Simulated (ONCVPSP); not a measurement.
Configuration tests for Au (ONCV)

Au (Z = 79), optimised norm-conserving Vanderbilt (ONCV), made with ONCVPSP 4.0.1 (PBE, fully relativistic). Core [Kr] 4d10 4f14, reference 5s2 5p6 5d10 (charge +1). Waves: 5s: rc 1.05 bohr, ncon 4, nbas 8, qcut 6.4 1/bohr, 2 projectors, debl 1.5 Ha; 5p: rc 1.65 bohr, ncon 4, nbas 8, qcut 8.1 1/bohr, 2 projectors, debl 4 Ha; 5d: rc 2.10 bohr, ncon 5, nbas 9, qcut 6.1 1/bohr, 2 projectors, debl 3.8 Ha. Local part: polynomial inside 0.85 bohr (lpopt 5, dvloc0 -1 Ha). Core correction: Teter function fitted to the true core (icmod 2), fcfact 0.6.

Open shells are filled in proportion to 2j + 1.

In the s channel the program set the typed energies aside and used -4.285, 0.250 Ha.

Energies are relative to the spin-unpolarised reference configuration 5s2 5p6 5d10; without spin polarisation the order of configurations can differ from experiment.

| valence configuration | charge | ΔE all-electron (eV) | error AE − PS (meV) |
| --- | --- | --- | --- |
| 5s2 5p6 5d9 | +2 | 21.229 | +2.6 |
| 5s2 5p6 5d8 | +3 | 55.106 | +18 |

**Question.** What are ΔE and the potential's error for 5s2 5p6 5d10 6p1?

**Answer.** ΔE = -4.228 eV all-electron; the error (AE − PS) is +1.1 meV.

**Question.** What are ΔE and the potential's error for 5s2 5p6 5d10 6s1?

**Answer.** ΔE = -9.427 eV all-electron; the error (AE − PS) is +0.3 meV.

Levels in the configuration 5s2 5p6 5d10 6s1:

```
   level  all-electron (eV)  pseudo (eV)
5s j=1/2           -108.109     -108.090
5p j=3/2            -55.346      -55.338
5p j=1/2            -71.819      -71.800
5d j=5/2             -6.311       -6.311
5d j=3/2             -7.837       -7.835
6s j=1/2             -5.780       -5.781
```

Note: ghosts flagged at negative energy: d5/2 at -159.3 eV, s at -62.0 eV; GHOST(+) flagged for d3/2 at 132.4 eV, p3/2 at 161.3 eV, p1/2 at 214.2 eV. A true bound ghost makes a file unfit for plane-wave use.
